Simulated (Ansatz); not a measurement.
Input for Ansatz (a program for electronic structure):
Ansatz 0.2 input:
```yaml
crystal:
  periodic: [false, false, false]
  atoms:
    - {symbol: I, position_ang: [-1.01498190, 2.44307870, -0.83070020]}
    - {symbol: Ge, position_ang: [-0.00000000, -0.00000000, -0.00000000]}
    - {symbol: I, position_ang: [-1.89317457, -1.98061983, -0.42652050]}
    - {symbol: I, position_ang: [0.61477469, 0.12473657, 2.70099564]}
    - {symbol: I, position_ang: [2.29338179, -0.58719544, -1.44377495]}
basis:
  gaussian:
    orbitals: def2-SVP
hamiltonian:
  xc: revpbe
total_charge: -1
magnetization: {spin_polarized: true, initial_magnetization: 1}
```

Question: What does this run give for the <S^2>, number of basis functions, total energy?

Answer: 
```json
{
  "<S^2>": "0.751",
  "number_of_basis_functions": "136",
  "total_energy": "-3267.8067 Eh"
}
```

A gas-phase anion may not be bound at this level; its values then depend on the basis.
